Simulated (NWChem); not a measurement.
Si₂NH₆F; SMILES [SiH2](N)[SiH2]F

```xyz
10

Si    -0.4742     1.1843    -0.2684
F      0.9292     1.8387     0.3104
Si    -0.4712    -1.1105     0.3004
N      0.9075    -2.0153    -0.3010
H     -0.4754     1.3784    -1.7655
H     -1.6258     1.9711     0.3069
H     -1.7266    -1.7316    -0.2586
H     -0.4735    -1.2322     1.8015
H      1.0036    -2.0904    -1.3186
H      1.8179    -1.7683     0.1000
```
Atoms are numbered in this order, from 1.

Computed with NWChem. Medium grid unless said otherwise, to which SCAN and Minnesota functionals are sensitive. Structure relaxed at the PBE-D3(BJ)/def2-SVP level. B3LYP is NWChem's, with the RPA form of VWN correlation.

Among these, which level gives the lowest value of “highest occupied level (eV)”?
A. MPW1K/def2-SVP
B. M06-L/def2-SVP
C. PBE/def2-SVP
D. MN15-L/def2-SVP

A, MPW1K/def2-SVP. Values: MPW1K/def2-SVP -8.05; MN15-L/def2-SVP -6.35; M06-L/def2-SVP -6.02; PBE/def2-SVP -5.68
